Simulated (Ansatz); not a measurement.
A nudged elastic band was laid between two geometries of AlBrFH3 (6 atoms, charge 0, multiplicity 1).

Computed with Ansatz, RKS r2SCANh-D4/def2-SVP.

```
movable images  : 3
climbing image  : yes
spring          : 5.0 eV/Å²
optimiser       : quadratic models (default)
start path      : through a guess of the saddle point
force threshold : 0.05 eV/Å
iteration limit : 60
end points      : relaxed
```

Image 0:

```xyz
6
Properties=species:S:1:pos:R:3
Al 0.005 0.031 0.016
F 0.007 0.338 1.682
H 1.403 0.146 -0.708
H -1.406 0.064 -0.690
Br 0.089 -2.614 0.948
H 0.067 -1.721 2.072
```

Image 4:

```xyz
6
Properties=species:S:1:pos:R:3
Al 0.013 -0.393 -0.106
F 0.019 -0.024 1.870
H 1.404 0.165 -0.584
H -1.409 0.092 -0.574
Br 0.091 -2.632 0.625
H 0.048 -0.965 2.087
```

Question: What changes between the two ends?

Answer: Bonds broken: Br5–H6. Bonds formed: F2–H6.

Question: Give the energies along the band, and the barrier.

Answer: It converged. The highest image is number 2 of 0 to 4, 5.3 kJ/mol above the first end and 21.1 kJ/mol above the last; the last end lies 15.8 kJ/mol below the first. Another band between the same ends (7 images) ends at a top of the same energy, where a vibrational analysis finds 1 clearly imaginary mode. So few images can step over the top or miss a turn of the path. The orbitals stay closed-shell, which can raise the energy where a bond breaks towards radicals; this wasn't checked here.

```csv
image,path coordinate (Å),energy (kJ/mol),Br5–H6 (Å),F2–H6 (Å)
0,0.00,0.0,1.44,2.10
1,0.31,1.5,1.46,1.72
2,0.63,5.3,1.58,1.35
3,0.94,-8.6,1.86,1.05
4,1.25,-15.8,2.22,0.97
```

Question: What is the geometry of the highest image?

Answer: 
```xyz
6
Properties=species:S:1:pos:R:3
Al 0.012 -0.159 0.010
F 0.018 0.061 1.780
H 1.414 0.143 -0.635
H -1.414 0.059 -0.618
Br 0.083 -2.577 0.940
H 0.053 -1.284 1.843
```

Run time: 47 s on 2 threads of Arm Neoverse V2, on a shared host, peak memory 0.18 GiB.
